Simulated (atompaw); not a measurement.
**hafnium: one change to a PAW (atompaw) potential, before and after**

| Property | Result |
| --- | --- |
| Element | hafnium |
| Generator | atompaw 4.2.0.5 |
| Type | PAW |
| Functional | PBEsol |
| Relativity | scalar-relativistic |
| Frozen core | [Kr] 4d10 4f14 |
| Valence charge | 12 |
| Reference configuration | 5s2 5p6 5d2 6s2 6p0 |
| Partial waves | 5s (bound): rc 2.10 bohr; 6s (bound): rc 3.00 bohr; 5p (bound): rc 1.95 bohr; 6p (bound, empty): rc 3.00 bohr; 5d (bound): rc 3.00 bohr; 5d channel at 0.45 Ry: rc 3.00 bohr |
| Local potential | troulliermartins scheme with l = 3 at 0 Ry, radius 2.20 bohr |
| Core correction | smooth core density matched at 2.35 bohr |
| Augmentation charge | sinc compensation charge, radius 2.45 bohr; PAW radius 3.00 bohr; waves and projectors: custom polynom vanderbiltortho |

Change: wave 5s (bound): rc 2.10 bohr becomes 5s (bound): rc 2.66 bohr.

Cutoffs: the cutoffs (Ry, on a coarse ladder) from which the occupation-weighted sum of valence levels, in a spherical-Bessel basis at the reference potential, stays within 10 and 1 mRy of its value at 400 Ry; they do not see the model core or the augmentation charge, which bear on the density cutoff.

What does the change do?

The potential gets neither clearly harder nor softer (21 Ry and 35 Ry → 21 Ry and 35 Ry); a bound ghost appears in s, which as a rule spoils a file.

| quantity | base | changed |
| --- | --- | --- |
| cutoff, loose | 21 Ry | 21 Ry |
| cutoff, tight | 35 Ry | 35 Ry |
| loose cutoff by channel (10 mRy a level) | s 12 Ry, p 18 Ry, d 8 Ry | s 8 Ry, p 18 Ry, d 8 Ry |
| bound ghosts | none | s |
| s: phases at 3.00 bohr within 0.05 rad from the reference energy up to (Ry; the scan ends near 5) | 1.1 | n/a |
| p: phases at 3.00 bohr within 0.05 rad from the reference energy up to (Ry; the scan ends near 5) | 0.4 | 0.4 |
| d: phases at 3.00 bohr within 0.05 rad from the reference energy up to (Ry; the scan ends near 5) | 1.7 | 1.7 |
| lowest overlap eigenvalue by channel | s 0.06, p 0.51, d 0.92 | s 0.29, p 0.51, d 0.92 |

 A true bound ghost makes a file unfit for plane-wave use even where its test errors are small: the radial tests pick states by their node count and pass the ghost by. The cutoffs see the waves, projectors and local potential, not the compensation charge or the core.
